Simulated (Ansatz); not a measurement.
Relaxation of CH5ClGe (8 atoms, charge 0, multiplicity 1), to a largest force component of 0.03 eV/Å in at most 50 steps.

These are results of Ansatz 0.2.0, RKS PBE0-D4/def2-SVP, not measurements.

```xyz
8
Properties=species:S:1:pos:R:3
Ge -0.088 -0.061 -0.976
C 1.464 -0.004 1.776
H 0.423 -0.342 1.654
H 1.974 -0.708 2.449
H 1.465 1.002 2.214
H 1.998 0.017 0.811
Cl -1.307 1.711 -0.513
H -1.033 -1.068 -0.158
```

Where does it end, and by what steps?

It converged. The force dipped under the threshold on the way, but the program's further checks kept it going. After 9 steps the energy has fallen by 0.012 eV; H6 moved furthest, 0.34 Å.

```json
{"step": "0", "energy less start (eV)": "0.0000", "largest force component (eV/Å)": "0.104", "accepted": "yes"}
{"step": "1", "energy less start (eV)": "-0.0019", "largest force component (eV/Å)": "0.046", "accepted": "yes"}
{"step": "2", "energy less start (eV)": "-0.0040", "largest force component (eV/Å)": "0.107", "accepted": "yes"}
{"step": "3", "energy less start (eV)": "-0.0051", "largest force component (eV/Å)": "0.342", "accepted": "yes"}
{"step": "4", "energy less start (eV)": "-0.0083", "largest force component (eV/Å)": "0.145", "accepted": "yes"}
{"step": "5", "energy less start (eV)": "-0.0107", "largest force component (eV/Å)": "0.048", "accepted": "yes"}
{"step": "6", "energy less start (eV)": "-0.0116", "largest force component (eV/Å)": "0.024", "accepted": "yes"}
{"step": "7", "energy less start (eV)": "-0.0117", "largest force component (eV/Å)": "0.065", "accepted": "yes"}
{"step": "8", "energy less start (eV)": "-0.0119", "largest force component (eV/Å)": "0.035", "accepted": "yes"}
{"step": "9", "energy less start (eV)": "-0.0119", "largest force component (eV/Å)": "0.003", "accepted": "yes"}
```

```xyz
8
Properties=species:S:1:pos:R:3
Ge -0.024 -0.005 -1.067
C 1.393 -0.005 1.788
H 0.356 -0.336 1.927
H 2.053 -0.572 2.458
H 1.467 1.070 1.995
H 1.734 -0.188 0.752
Cl -1.168 1.695 -0.269
H -0.914 -1.112 -0.324
```

Whether the end is a true minimum wasn't checked by a vibrational analysis.

The run took 20 s on 2 threads of Arm Neoverse V2 (shared host), peak memory 0.18 GiB.
